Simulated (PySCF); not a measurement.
# `CS[SiH]([SiH3])[SiH3]` in a uniform electric field

CH10SSi3.
Cartesian coordinates in Å at the PBE0-D3(BJ)/def2-SVP level; atoms count from 1:
```xyz
15
CH10SSi3 angstrom
C      2.6880   -0.0778   -0.4108
S      1.2329   -0.9673   -1.0532
Si    -0.2558   -0.4481    0.4098
Si    -2.2049   -1.5512   -0.2832
Si    -0.6175    1.8716    0.4359
H      2.9616   -0.4329    0.5927
H      3.5155   -0.2929   -1.1006
H      2.5211    1.0083   -0.3885
H      0.1533   -0.9111    1.7775
H     -3.3210   -1.2298    0.6591
H     -1.9955   -3.0304   -0.3109
H     -2.5740   -1.0765   -1.6513
H      0.6471    2.6142    0.7341
H     -1.1186    2.2995   -0.9059
H     -1.6331    2.2335    1.4739
```

Level: CAM-B3LYP/def2-SVPD (PySCF); nuclei fixed, core orbitals frozen in the response. Permanent dipole (0.703, 0.689, 0.921) D (1 au = 2.5417 D). Static polarisability (au):

```
x   140.20   6.13  -4.64
y     6.13 129.01   8.23
z    -4.64   8.23 106.25
```

Only the terms in μ and α are kept: μ(F) = μ + αF and ΔE = −μ·F − ½ F·αF.

(1) Apply 0.01 au along ±x, ±y and ±z in turn. Tabulate induced and total dipoles and both energy terms.

(2) For the field (-0.0030, 0.0010, 0.0090) au, what is the induced dipole, and what angle does it make with the field?

(3) At what field along the permanent dipole would the induced dipole along it equal the permanent one, in this linear picture?

(4) What field makes μF equal to kT at 400 K?

(5) Induction energy −ᾱe²/2R⁴ of a unit charge at 11 Å, the molecule taken as a point?

Results:

(1) 
```json
{"field along": "+x", "induced x (D)": "3.564", "induced y (D)": "0.156", "induced z (D)": "-0.118", "total size (D)": "4.423", "−μ·F (kJ/mol)": "-7.262", "−½F·αF (kJ/mol)": "-18.405"}
{"field along": "−x", "induced x (D)": "-3.564", "induced y (D)": "-0.156", "induced z (D)": "0.118", "total size (D)": "3.090", "−μ·F (kJ/mol)": "+7.262", "−½F·αF (kJ/mol)": "-18.405"}
{"field along": "+y", "induced x (D)": "0.156", "induced y (D)": "3.279", "induced z (D)": "0.209", "total size (D)": "4.214", "−μ·F (kJ/mol)": "-7.117", "−½F·αF (kJ/mol)": "-16.936"}
{"field along": "−y", "induced x (D)": "-0.156", "induced y (D)": "-3.279", "induced z (D)": "-0.209", "total size (D)": "2.741", "−μ·F (kJ/mol)": "+7.117", "−½F·αF (kJ/mol)": "-16.936"}
{"field along": "+z", "induced x (D)": "-0.118", "induced y (D)": "0.209", "induced z (D)": "2.701", "total size (D)": "3.777", "−μ·F (kJ/mol)": "-9.513", "−½F·αF (kJ/mol)": "-13.948"}
{"field along": "−z", "induced x (D)": "0.118", "induced y (D)": "-0.209", "induced z (D)": "-2.701", "total size (D)": "2.018", "−μ·F (kJ/mol)": "+9.513", "−½F·αF (kJ/mol)": "-13.948"}
```

(2) αF = (-1.160, 0.469, 2.487) D, at 7.5° to the field. The polarisability along this direction, F·αF/F², is 113.83 au, against a mean of 125.15 au.

(3) The polarisability along the dipole is 127.14 au, so F = 0.5304 au / 127.14 au = 0.0042 au = 0.21 V/Å; higher-order terms are ignored.

(4) kT = 1.2667 × 10⁻³ Eh, so F = 0.00239 au = 12.3 MV/cm.

(5) R = 20.79 bohr, so the energy is −125.2/(2 × 20.79⁴) Eh = -0.88 kJ/mol. The charge–dipole term at its most favourable orientation, −μe/R², is -3.22 kJ/mol.

The structure is a single PBE0-D3(BJ)/def2-SVP conformer in the gas phase; no vibrational or solvent corrections.
